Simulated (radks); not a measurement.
Polarisability of neutral cadmium, [Kr] 4d10 5s2, at imaginary frequency. Method: non-relativistic Kohn-Sham, LB94 model potential, spin-unpolarised, spherical densities, point nucleus; relativity is left out, which matters for an element this heavy; computed with a radial shooting solver on a logarithmic mesh with Libxc functionals. Response by self-consistent Sternheimer equations with the Hartree and adiabatic LDA kernel.

w (hartree),alpha1(iw) (bohr^3),alpha2(iw) (bohr^5)
0.00266,39.76,317.3
0.0143,39.62,316.8
0.0360,38.84,313.7
0.0697,36.56,304.3
0.118,31.93,282.8
0.186,25.28,244.5
0.280,18.28,191.2
0.413,12.54,133.6
0.605,8.419,84.03
0.892,5.571,48.38
1.35,3.544,25.75
2.12,2.047,12.52
3.59,0.9794,5.263
6.94,0.3435,1.665
17.5,0.07517,0.2922

Static values: alpha1 = 39.77 bohr^3 (5.893 angstrom^3; uncoupled 76.75), alpha2 = 317.3 bohr^5, alpha3 = 4592 bohr^7. C6 = 329.2, C8 = 14750, triple-dipole C9 = 8982 atomic units. One-pole (London) frequency 4 C6 / (3 alpha1^2) = 0.278 hartree, against 0.362 for minus the highest occupied eigenvalue. Recommended static value: 46 bohr^3 (Schwerdtfeger and Nagle, 2023 table).
